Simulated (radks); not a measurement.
The numbers below are computed, except where a source is named.
Q: These are the eigenvalues of the occupied orbitals of an atom or ion with whole-number occupations (eV). Code: a radial shooting solver on a logarithmic mesh with Libxc functionals. Model: Dirac Kohn-Sham, LDA (Slater exchange, Perdew-Wang correlation), spin-unpolarised, spherical densities, point nucleus.

| orbital | eigenvalue |
|---|---|
| 1s1/2 | -25323.68 |
| 2s1/2 | -3762.416 |
| 2p1/2 | -3501.260 |
| 2p3/2 | -3326.202 |
| 3s1/2 | -721.5546 |
| 3p1/2 | -617.5570 |
| 3p3/2 | -586.6499 |
| 3d3/2 | -401.8416 |
| 3d5/2 | -395.6093 |
| 4s1/2 | -133.6412 |
| 4p1/2 | -100.5333 |
| 4p3/2 | -95.2414 |
| 4d3/2 | -44.3688 |
| 4d5/2 | -43.6931 |

Which element is it, and in what charge state? The configuration may be excited. Open shells, if any, are shared by 2j + 1.

A: Z = 47, silver, charge +3: Ag3+ in [Kr] 4d8. The list shows which subshells hold electrons but not how many an open one holds; the 1s level, -930.63 hartree, gives Z - s = 43.1 by -(Z - s)^2/2, which with screening and relativity narrows Z to a few neighbours, and the depths of the outer levels then fix element, charge and occupations together.
